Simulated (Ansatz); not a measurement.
Ideal-gas functions of `[OH][AlH][SbH][Cl]` at 400 K and 1 bar, from an Ansatz frequency run at PBE0-D4/def2-TZVP.

Molar mass 203.22 g/mol, point group C1 (symmetry number 1), electronic degeneracy 1, moments of inertia 188.159, 315.907, 497.709 u Å². Harmonic wavenumbers (cm⁻¹, unscaled): 57, 90, 159, 273, 335, 344, 474, 521, 594, 613, 727, 865, 1925, 1944, 3897.

Use S(trans) = R[1.5 ln M + 2.5 ln T − 1.1517]; rotational temperatures θ = 24.2544 K / I; S(rot) = R[ln(√π/σ · √(T³/θAθBθC)) + 1.5]; for each mode x = 1.438777 ν̃/T, S = R[x/(eˣ − 1) − ln(1 − e⁻ˣ)] and H = RT x/(eˣ − 1); 1 cm⁻¹ = 0.0119627 kJ/mol; R = 8.31446 J/(mol·K).

**Question.** By hand: the entropy, in J/(mol·K).

**Answer.** Translation 181.2. Rotation: θ = 0.1289, 0.0768, 0.0487 K, giving 123.7. Vibration, mode by mode: 21.50, 17.73, 13.07, 8.79, 7.25, 7.05, 4.82, 4.21, 3.42, 3.24, 2.35, 1.58, 0.06, 0.06, 0.00, in all 95.2. Electronic 0.0. Sum 400.1 J/(mol·K).

**Question.** By hand: H − E and G − E in kJ/mol, counted from the electronic energy.

**Answer.** Zero-point energy ½ × 12818 × 0.0119627 = 76.7; thermal vibration 19.1; translation, rotation and pV give 4 RT = 13.3. H − E = 109.1 kJ/mol, and G − E = 109.1 − 400 × 400.1/1000 = -50.9 kJ/mol.

Vibration gives 24 % of the entropy, 39.2 J/(mol·K) of it from the modes under 150 cm⁻¹: soft modes count most, and the harmonic formula is weakest for them. The sum counts one conformer and one mirror image; others add a mixing term.
